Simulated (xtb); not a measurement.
CH₃FSn, SMILES [F][Sn][CH3] (connectivity only; charge and spin as stated), neutral, multiplicity 1. All values are semi-empirical tight-binding results from xtb (GFN2-xTB unless named), good for trends rather than for accurate numbers. Geometry optimised at GFN2-xTB.

Optimised geometry:

Bonds (Å): Sn1–F2 2.062, Sn1–C3 2.270, C3–H4 1.093, C3–H5 1.093, C3–H6 1.094. Angles (°): F2–Sn1–C3 94.0, Sn1–C3–H4 114.7, Sn1–C3–H5 109.4, Sn1–C3–H6 110.0, H4–C3–H5 108.0, H4–C3–H6 107.6, H5–C3–H6 106.9.
Charge 0, spin multiplicity 1.

For metal compounds this method's bond lengths and energies can be far off.

Computed properties:
```
Quantity                                       Value
-------------------------------------  -------------
orbital gap                                  3.16 eV
zero-point energy                      21.5 kcal/mol
G − E(el) at 298.15 K (modified RRHO)   2.7 kcal/mol
```

Computed atomic charges and the Wiberg bond orders between heavy atoms:
charges (e) Sn1 0.43, F2 -0.38, C3 -0.23, H4 0.04, H5 0.07, H6 0.06. Bond orders Sn1–F2 1.08, Sn1–C3 1.12.
